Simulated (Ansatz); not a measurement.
Consider the formal exchange of groups at a Ge–S bond: `[CH3][GeH2][SH]` + BH₃ → `[BH2][GeH2][CH3]` + H₂S.

Computed with Ansatz on PBE0-D4/def2-TZVP structures; ΔE is electronic, products minus reactants. CBS: MP2 limit from def2 TZ/QZ plus the TZ coupled-cluster correction, frozen cores. This one scheme is used for every species. Functionals use def2-TZVPP. For Ge outer-core shells are correlated without core-valence functions, which leaves a few kJ/mol of doubt a bond. Scalar relativity is left out up to krypton. One conformer a species, not always the lowest.

`[CH3][GeH2][SH]`:

```xyz
9

C     1.047   -0.386    0.836
Ge   -0.601    0.257    0.027
S    -0.332   -0.010   -2.172
H     0.993   -0.289    1.921
H     1.894    0.196    0.472
H     1.203   -1.435    0.583
H    -0.844    1.746    0.336
H    -1.821   -0.559    0.495
H    -1.538    0.481   -2.498
```

BH₃:

Cartesian coordinates in Å:
```
B 0.000 0.000 0.000
H 0.050 -0.674 -0.984
H -0.993 0.017 0.661
H 0.943 0.657 0.323
```

`[BH2][GeH2][CH3]`:

```xyz
10

B     0.182    0.215   -1.890
Ge   -0.663    0.234   -0.013
C     0.503   -0.394    1.429
H     1.317   -0.114   -2.076
H    -0.466    0.546   -2.838
H    -1.952   -0.620   -0.031
H    -1.119    1.680    0.299
H     0.807   -1.425    1.247
H    -0.010   -0.347    2.390
H     1.401    0.225    1.484
```

H₂S:

```xyz
3

S     0.036    0.487    0.382
H     0.583   -0.738    0.384
H    -0.619    0.251   -0.765
```

(1) Is it downhill or uphill in electronic energy at CCSD(T)/CBS, and by how much? (An estimate is asked.)

(2) What do these levels give: PBE0, r2SCAN0, CAM-B3LYP, CCSD/def2-TZVPP, CCSD(T)/def2-TZVPP, CCSD/CBS(def2)? (An estimate is asked.)

Largest T1 diagnostic among the species: 0.011.

## Answers

(1) Computed: Uphill: ΔE = +13.5 kcal/mol.

(2) Computed: PBE0 13.1, r2SCAN0 14.2, CAM-B3LYP 13.5, CCSD/def2-TZVPP 13.5, CCSD(T)/def2-TZVPP 13.5, CCSD/CBS(def2) 13.4 kcal/mol.

The D4 term adds +0.7 kcal/mol with B3LYP and +0.4 kcal/mol with PBE0; it sums over pairs of atoms, weighted by their polarisabilities, and B3LYP, whose exchange is more repulsive, gets the larger term. In def2-TZVPP, CCSD(T) changes the Hartree–Fock value by −3.3 kcal/mol (the triples alone add +0.1 kcal/mol) and MP2 by −1.2 kcal/mol.

B3LYP here is the variant with VWN-RPA as its local correlation; programs differ in this.
